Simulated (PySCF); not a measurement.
## Electric field gradients and quadrupole coupling constants

Compound: C3H8ClNSi2.
Structure used (GFN2-xTB), in Å, numbered top down from 1:
```xyz
15
C3H8ClNSi2 angstrom
C     -2.9293    0.5381   -0.0468
C     -1.7278    0.3760    0.4867
Si    -0.6405   -1.1519    0.2944
Cl    -1.7078   -2.5588   -0.7240
Si     1.3366   -0.7355   -0.8381
N      1.7856    0.8149   -0.2561
C      2.7268    1.2873    0.4129
H     -3.3952   -0.2375   -0.6331
H     -3.5059    1.4419    0.0792
H     -1.3043    1.1909    1.0611
H     -0.4720   -1.7193    1.6437
H      2.3203   -1.8224   -0.6714
H      1.2005   -0.4729   -2.2721
H      3.5776    0.7099    0.7854
H      2.7311    2.3474    0.6563
```

Field gradients from the PBE0/pcSseg-1 density (PySCF, non-relativistic), principal values in atomic units, ordered |Vxx| ≤ |Vyy| ≤ |Vzz|:

| atom | Vxx | Vyy | Vzz |
| --- | --- | --- | --- |
| Cl4 | -0.9780 | -1.1414 | 2.1193 |
| N6 | 0.1318 | 0.9295 | -1.0613 |

Task: Find the asymmetry η = (Vxx − Vyy)/Vzz and the couplings χ = eQV/h (234.96 MHz × Q in barn × V in au), with Q(35Cl) = −0.0817 b, Q(14N) = 0.02044 b.

Result: 
```
atom             environment  nucleus     η  χzz (MHz)  χxx (MHz)  χyy (MHz)
 Cl4  silicon-bound chlorine     35Cl  0.08     -40.68      18.77      21.91
  N6            C=N nitrogen      14N  0.75      -5.10       0.63       4.46
```

The tensor is traceless: Vxx + Vyy + Vzz = 0.

Task: What is Vzz at N6 in SI units (1 au = 9.71736 × 10²¹ V/m²)?

Result: -1.0613 au = -10.313 × 10²¹ V/m².

Were the hydrogens deuterons (Q(2H) = 0.00286 b), χzz would run from 102 kHz (H12) to 223 kHz (H9).

The structure is a single GFN2-xTB conformer in the gas phase; no vibrational or solvent corrections. GFN2-xTB bond lengths can be off by several hundredths of an ångström, more for odd bonds, and the gradients follow them. With so small a basis the couplings can be 20 % off.
